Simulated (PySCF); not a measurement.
# [EuCl3(NH3)]− at several levels of theory

Computed with PySCF 2.14.0 (density fitting, no spin-orbit coupling) at the geometry relaxed with PBE0:

```xyz
8
[EuCl3(NH3)]− (singlet in the valence; each metal's 4f electrons, 7 of them, lie in its core potential, out of spins and levels)
Eu    0.0655   -0.0655    0.0655
Cl    1.2331    2.1202    1.2331
Cl   -2.1202   -1.2331    1.2331
Cl    1.2331   -1.2331   -2.1202
N    -1.4857    1.4857   -1.4857
H    -2.0866    2.0866   -0.9235
H    -0.9235    2.0866   -2.0866
H    -2.0866    0.9235   -2.0866
```

| level | basis | state | HOMO (eV) | gap (eV) | charge on Eu1 (e) | population of f-type functions on Eu1 (polarisation alone where 4f lies in the core) | dipole about the centre of mass (D) | largest force component (eV/Å) |
| --- | --- | --- | --- | --- | --- | --- | --- | --- |
| PBE0 | Eu lcecp-0-SVP with ECP53, Cl def2-SVP, N def2-SVP, H def2-SVP | singlet | – | – | 0.40 | 0.02 | 4.38 | 0.00 |
| BP86 | the same | singlet | – | – | 0.22 | 0.02 | 4.39 | 0.26 |
| B3LYP | the same | singlet | – | – | 0.30 | 0.02 | 4.37 | 0.08 |

In the lcecp rows the 4f levels are missing from HOMO and gap, and the state counts the valence alone.

Charges are Mulliken's, which hang on the basis. The relaxation used the grid (50, 194), these runs (75, 302) or, all-electron (x2c bases, spin-free X2C Hamiltonian), (99, 590).

**Question.** What does PBE0 with Eu lcecp-0-TZVP with ECP53, Cl def2-TZVP, N def2-TZVP, H def2-TZVP give here?

**Answer.** state singlet, charge on Eu1 (e) 1.02, population of f-type functions on Eu1 (polarisation alone where 4f lies in the core) 0.03, dipole about the centre of mass (D) 4.14, largest force component (eV/Å) 0.23. Time: 23 s on 2 threads of Arm Neoverse V1 (shared host), from free ions and atoms.

An lcecp potential fixes the number of 4f electrons, so in runs with it no electron can move into or out of that shell.
